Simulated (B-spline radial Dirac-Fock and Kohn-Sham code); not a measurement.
## Levels of muonic ¹³⁴Te

Nucleus: ¹³⁴Te, Fermi distribution (skin thickness 2.3 fm), rms radius 4.7569 fm (measured, Angeli and Marinova 2013).

Input of the calculation (task.json; shells as n, l, electrons):

```json
{"items": [{
  "Z": 52,
  "q": 0,
  "cfg": [[1, 0, 2], [2, 0, 2], [2, 1, 6], [3, 0, 2], [3, 1, 6], [3, 2, 10], [4, 0, 2], [4, 1, 6], [4, 2, 10], [5, 0, 2], [5, 1, 4]],
  "A": 134,
  "rrms": 4.7569,
  "do": "muonic",
  "nuclei": [[134, 133.911396, 4.7569, "measured", "fermi"]]
}]}
```

Command: `python xray2_run.py task.json out`

Calculated with an atomic code on a B-spline grid, using the Dirac equation of a negative muon with reduced mass in the field of a spherical finite nucleus, with the Uehling potential to all orders; nuclear polarisation, deformation, hyperfine structure, self-energy, higher-order vacuum polarisation, relativistic recoil and electron screening are left out.

```
level  binding (keV)  point nucleus, no QED (keV)  vacuum polarisation (keV)  ⟨r⟩ (fm)
1s1/2           5529                         7896                     37.592      10.1
2s1/2           1643                         1993                      8.327      34.0
2p1/2           1963                         1993                     11.513      23.7
2p3/2           1911                         1918                     10.700      24.5
3s1/2          769.4                        877.2                      2.885      72.8
3p1/2          866.6                        877.2                      3.615      59.8
3p3/2          852.3                        854.8                      3.422      60.9
3d3/2          857.8                        854.8                      2.995      50.6
3d5/2          850.8                        847.9                      2.906      51.2
```

Q: By how much does the finite nuclear size lower the 1s binding energy?

A: By 2404 keV, 30.45 % of the point-nucleus value (point value plus vacuum polarisation less the binding energy). The 1s orbit has ⟨r⟩ = 10.1 fm.
